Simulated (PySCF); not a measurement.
**Electron correlation in Rh⁺ (rhodium, charge +1)**

[Kr] 4d7 5p1, one real determinant (an excited configuration). Computed with PySCF 2.14 in aug-cc-pwCVDZ-PP with ECP28MDF, with scalar relativity through the core potential. Frozen: 4s2 4p6; 8 electrons correlated.

```tsv
level	correlation energy (mhartree)
CCSD	-171.92
(T)	-3.92
CCSD(T)	-175.84
```

Diagnostics: T1 = 0.012, D1 = 0.0449, largest double amplitude 0.039.

The real determinant used has ⟨L²⟩ near 14 against 20 for a pure G term, so it mixes terms.

Cost of the coupled-cluster step: of the order of 26 core-seconds, for 8 correlated electrons.

The reference is one real determinant that mixes LS terms of this configuration.
